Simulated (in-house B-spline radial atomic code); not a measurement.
Inner levels of chromium as electrons are removed. A shift is the extra binding of the orbital against the neutral atom ([Ar] 3d5 4s1). The density at the nucleus is averaged over the nuclear charge. Computed with a radial B-spline atomic code at the basis-set limit: Dirac-Hartree-Fock, average of the configuration, finite nuclei.

```tsv
ion	configuration	shift of 1s1/2 (eV)	radius of 1s1/2 (bohr)	Σ<r²> (bohr²)	change of density at nucleus (bohr⁻³)
Cr	[Ar] 3d5 4s1	0	0.063506	39.566	-
Cr+	[Ar] 3d5	7.2512	0.063506	21.641	-2.8658
Cr2+	[Ar] 3d4	21.978	0.063507	16.399	-1.5321
Cr3+	[Ar] 3d3	40.546	0.063509	13.176	1.0906
Cr4+	[Ar] 3d2	?	?	?	?
Cr5+	[Ar] 3d1	87.163	0.063515	9.0962	9.844
Cr6+	[Ne] 3s2 3p6	114.74	0.063519	7.658	15.828
Cr7+	[Ne] 3s2 3p5	148.42	0.063513	6.4839	25.201
Cr8+	[Ne] 3s2 3p4	184.05	0.063506	5.4215	35.314
Cr9+	[Ne] 3s2 3p3	221.62	0.063497	4.4551	46.17
Cr10+	[Ne] 3s2 3p2	261.09	0.063488	3.572	57.772
Cr11+	[Ne] 3s2 3p1	302.47	0.063477	2.7623	70.125
Cr12+	[Ne] 3s2	345.73	0.063466	2.0176	83.233
Cr13+	[Ne] 3s1	389.13	0.063463	1.326	-1.6056
Cr14+	[He] 2s2 2p6	?	?	?	?
Cr15+	[He] 2s2 2p5	550.3	0.063385	0.57691	-52.216
Cr16+	[He] 2s2 2p4	?	?	?	?
Cr17+	[He] 2s2 2p3	795.98	0.063219	0.39611	37.654
Cr18+	[He] 2s2 2p2	925.33	0.063126	0.31616	85.637
Cr19+	[He] 2s2 2p1	1058.98	0.063026	0.24228	135.67
Cr20+	[He] 2s2	1196.9	0.06292	0.17392	187.76
Cr21+	[He] 2s1	1319.01	0.062908	0.090182	-362
Cr22+	1s2	1443.81	0.062853	0.010583	-944.07
Cr23+	1s1	1852.02	0.061856	0.0051149	-5973.13
```

Q: Fill in the row of Cr4+.

A: shift of 1s1/2 (eV): 62.375; radius of 1s1/2 (bohr): 0.063512; Σ<r²> (bohr²): 10.875; change of density at nucleus (bohr⁻³): 4.9112.

Q: Fill in the row of Cr14+.

A: shift of 1s1/2 (eV): 434.03; radius of 1s1/2 (bohr): 0.063459; Σ<r²> (bohr²): 0.67934; change of density at nucleus (bohr⁻³): -94.132.

Q: Fill in the row of Cr16+.

A: shift of 1s1/2 (eV): 670.96; radius of 1s1/2 (bohr): 0.063305; Σ<r²> (bohr²): 0.48278; change of density at nucleus (bohr⁻³): -8.2923.
